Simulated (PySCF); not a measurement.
Bonds (- single, = double, # triple, : aromatic): F1-B2 1.319 Å, B2-F3 1.318 Å, B2-C4 1.563 Å, C4-B5 1.559 Å, B5-Cl6 1.751 Å, B5-Cl7 1.752 Å. C4 carries H8, H9.

PySCF 2.14 calculation with GIAO KT3/pcSseg-2 shieldings and geometry from PBE0-D3(BJ)/def2-SVP; no solvent, single conformer, relativity neglected, fast rotation and ring inversion assumed for equivalent nuclei.

Referencing at the same level of theory: ¹³C (181.31 ppm), ¹H (31.35 ppm) vs TMS; ¹⁹F (146.91 ppm) against CFCl3; ¹¹B (98.64 ppm) vs BF3·OEt2; ³⁵Cl (937.43 ppm) vs HCl.

```tsv
atoms	nucleus	count	δ (ppm)
Cl6/Cl7	³⁵Cl	2	?
F1/F3	¹⁹F	2	-89.9
B5	¹¹B	1	58.3
B2	¹¹B	1	23.4
H8/H9	¹H	2	2.01
C4	¹³C	1	?
```

Task: Complete the table.

Result: 
- C4: 24.7 ppm, sp3 CH2 bonded to 2 B
- Cl6/Cl7: 281 ppm, chlorine bonded to B

A carbon bonded to boron is broadened by the quadrupolar boron nucleus and is often missing from a measured spectrum. Shifts are as computed, not scaled to solution data. Of 1309 compounds with measured shifts, 239 miss one by over three times the rms of a fit or turn the order of signals round; such compounds aren't used in these exercises. Unscaled 19F shifts against computed CFCl3 carry errors that often reach 10 to 50 ppm.
